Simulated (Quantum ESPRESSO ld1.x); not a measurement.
Q: These are the eigenvalues of the occupied orbitals of an atom or ion with whole-number occupations (hartree). All-electron calculation, scalar-relativistic Kohn-Sham, PBEsol, spin-unpolarised, spherical densities, point nucleus. Program: ld1.x of Quantum ESPRESSO 7.5.

orbital  eigenvalue
1s         -257.610
2s         -30.7839
2p         -26.3405
3s         -4.10417
3p         -2.85277
3d         -0.89124
4p         -0.36081

Which element is it, and in what charge state? The configuration may be excited.

A: Z = 26, iron, charge +1: Fe+ in [Ar] 3d5 4p2. The list shows which subshells hold electrons but not how many an open one holds; the 1s level, -257.61 hartree, gives Z - s = 22.7 by -(Z - s)^2/2, which with screening and relativity narrows Z to a few neighbours, and the depths of the outer levels then fix element, charge and occupations together.
